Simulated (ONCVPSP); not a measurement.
**Before and after: ONCV potential for Sn**

tin, optimised norm-conserving Vanderbilt (ONCV), made with ONCVPSP 4.0.1 (LDA (Perdew-Zunger), scalar-relativistic). Core [Kr], reference 4d10 5s2 (charge +2). Waves: 5s: rc 1.80 bohr, ncon 3, nbas 7, qcut 3 1/bohr, 2 projectors, debl 1.1 Ha; p scattering state at 0.06 Ha: rc 1.90 bohr, ncon 4, nbas 9, qcut 4.9 1/bohr, 2 projectors, debl 1 Ha; 4d: rc 1.35 bohr, ncon 4, nbas 8, qcut 9.6 1/bohr, local. Local part: the d channel. Core correction: none.

In the p channel the program set the typed energies aside and used 0.050, 1.050 Ha.

Change: p: qcut 3.3.

Cutoffs: the cutoffs (Ha) at which the residual kinetic energy of the hardest occupied pseudo-wave falls to 1 and 0.1 mHa per electron; they do not see the model core or the augmentation charge, which bear on the density cutoff. Errors are all-electron minus pseudo energies relative to the spin-unpolarised reference configuration.

Q: What does the change do?

A: The potential gets neither clearly harder nor softer (39 Ha and 44 Ha → 39 Ha and 44 Ha); both files keep a bound ghost (s); the lowest positive-energy flag moves from p at 6.4 eV to p at 12.3 eV; of the 4 tests that both files solve, the error grows in 0 and shrinks in 1 by more than 15 % and 0.3 meV (median size 69.0 → 58.4 meV).

```csv
quantity,base,changed
"cutoff, loose",39 Ha,39 Ha
"cutoff, tight",44 Ha,44 Ha
bound ghosts,s,s
GHOST(+) flags under 300 eV,p at 6.4 eV,p at 12.3 eV
"error for 4d10 5s2 5p2, meV [ΔE -21.36 eV]",+88,+75
"error for 4d10 5s2 5p1, meV [ΔE -14.26 eV]",+50,+42
"error for 4d10 5s1, meV [ΔE 31.45 eV]",+1.8,+1.8
"error for 4d9 5s2 5p3, meV [ΔE 2.99 eV]",-185,-183
s: phases at 1.82 bohr within 0.05 rad from the reference energy up to (Ha; the scan ends near 5),3.2,3.2
p: phases at 1.92 bohr within 0.05 rad from the reference energy up to (Ha; the scan ends near 5),to the end of the scan,4.9
d: phases at 1.37 bohr within 0.05 rad from the reference energy up to (Ha; the scan ends near 5),3.1,3.1
```

 A true bound ghost makes a file unfit for plane-wave use even where its test errors are small: the radial tests pick states by their node count and pass the ghost by.
